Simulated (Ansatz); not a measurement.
```xyz
7

F    -0.685    0.658    1.606
Sn   -1.520   -0.965    0.824
C     1.157    0.109   -0.487
O     0.358   -0.785   -0.653
H    -2.356   -0.044   -0.456
H     1.018    0.843    0.321
H     2.028    0.185   -1.155
```

Total charge 0; spin multiplicity 1. Sn takes the def2 core potential. The bonds changed during the relaxation, so this is another structure than the one it started from.

**Question.** List the PBE0/def2-TZVPP orbital energies in eV (the Gaussian-basis code of Ansatz). (Estimate.)

**Answer.** Ansatz gave: Occupied: -671.69, -524.74, -281.87, -139.60, -94.37, -94.19, -94.03, -31.26, -30.71, -28.03, -27.97, -27.87, -27.71, -27.50, -18.94, -15.48, -14.64, -12.84, -12.71, -10.17, -10.02, -9.63, -9.18, -6.35. Lowest empty: -2.40, -1.18, -0.15, 1.58, 1.73, 2.96, 3.15, 3.44.
